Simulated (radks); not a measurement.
Results of a calculation; reference values are marked as such.
Spherical quantum dot in the effective-mass picture: electrons in a parabolic well V = omega^2 r^2 / 2 with omega = 3.24, with a point charge +1 (a donor) at the centre, all in effective atomic units (hartree* = m*/eps^2 hartree, bohr* = eps/m* bohr), one dielectric constant everywhere. Level of theory: non-relativistic Kohn-Sham, PBE, spin-polarised, spherical densities (a radial shooting solver with Libxc functionals). Levels are named by radial order and angular momentum (1s, 1p, 1d, 2s, ...), and open shells are averaged over m. Results are scaled to m* = 0.215 and eps = 12.4, for which hartree* = 38.05 meV and bohr* = 3.052 nm.

N = 19, configuration 1s2 1p6 1d(up 5, down 4) 2s2. This is the lowest configuration that the search found. Occupied and some empty levels:

level    occupation  eigenvalue (meV)  <r> (nm)
1s up             1            777.49     2.212
1s down           1            778.22     2.206
1p up             3            868.09     3.054
1p down           3            869.26     3.052
2s up             1            947.35     3.165
2s down           1            948.19     3.169
1d up             5            954.48     3.585
1d down           4            955.75     3.586
1f up             0            1044.8     4.003
1f down           0            1046.0     4.005
2p up             0            1055.8     3.631
2p down           0            1056.6     3.633
1g up             0            1139.4     4.361
1g down           0            1140.5     4.363

Energy (meV): total 11653.7, kinetic 2568.2, external 3916.5, Hartree 5797.1, exchange-correlation -628.09.
